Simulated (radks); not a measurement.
Question: Excited configurations of Ce II: one electron is placed in a higher orbital outside [Xe] 4f2. The ground configuration is [Xe] 4f1 5d2. Calculated with a radial shooting solver on a logarithmic mesh with Libxc functionals: scalar-relativistic Kohn-Sham, PBE, spin-polarised, spherical densities, finite nucleus; open shells are filled with parallel spins first (spin-orbit coupling, left out, can overturn this in heavy ions); Fermi nuclear charge, rms radius 4.8771 fm. Excitation = E - E(ground); binding = E(ion) - E, where the ion is the core of charge +2; n* = 2/sqrt(2 binding) in atomic units, and the quantum defect is n - n*.

outer orbital  excitation (eV)  binding (eV)     n*  quantum defect  eigenvalue (eV)  <r> (bohr)
5d                      -0.113         9.937  2.340           2.660           -6.516       3.051
5f                       6.213         3.611  3.882           1.118           -2.608       8.579
6s                      -0.858        10.682  2.257           3.743           -8.294       4.106
6d                       5.067         4.757  3.382           2.618           -3.637       7.645
6f                       7.377         2.447  4.716           1.284           -1.866       14.62
7s                       4.508         5.316  3.200           3.800           -4.265       8.153
7p                       5.518         4.306  3.555           3.445           -3.414       9.656
7d                       6.884         2.940  4.303           2.697           -2.322       13.33
7f                       8.066         1.758  5.564           1.436           -1.392       21.88

Estimate the row for 6p.

Answer: excitation (eV) 1.999; binding (eV) 7.824; n* 2.637; quantum defect 3.363; eigenvalue (eV) -6.013; <r> (bohr) 5.112. The Delta-SCF ionisation energy is 9.824 eV (NIST Atomic Spectra Database: 10.96 eV, semi-empirical). Self-interaction in the functional shifts the binding energies and quantum defects, so they are the method's values and not measured ones. Open shells are spherical and high-spin; term and fine-structure splittings are not resolved. Spin-orbit splitting is averaged out at the scalar-relativistic level. A negative excitation energy means that this level of theory puts the configuration below the NIST ground configuration.
